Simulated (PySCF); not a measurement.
Computed IR spectrum (relative IR intensity) of a molecule C₄H₆ClF. Geometry optimised at B3LYP-D3(BJ)/def2-SVP. Other conformers were not sampled. Level of theory: B3LYP-D3(BJ)/def2-SVP run with PySCF. Frequencies are harmonic and unscaled.

Lines under 2 % of the strongest are left out, and lines within 2 cm⁻¹ are merged.

ν (cm⁻¹): 304 (w), 464 (w), 571 (w), 737 (m), 794 (vw), 907 (m), 932 (vw), 968 (m), 1025 (w), 1110 (w), 1150 (vs), 1197 (w), 1242 (w), 1249 (w), 1264 (m), 1308 (m), 1405 (m), 1454 (w), 1478 (m), 3071 (m), 3075 (m), 3082 (w), 3114 (w), 3138 (w), 3150 (m) (against the strongest line: vs over 80 %, s over 45 %, m over 15 %, w over 4 %, vw less)

Which molecule gave these data?
A. C/C(F)=C(\C)Cl
B. F[C@@H]1CC[C@H]1Cl
C. F/C=C/CCCl
D. C=CC[C@H](F)Cl

B, F[C@@H]1CC[C@H]1Cl
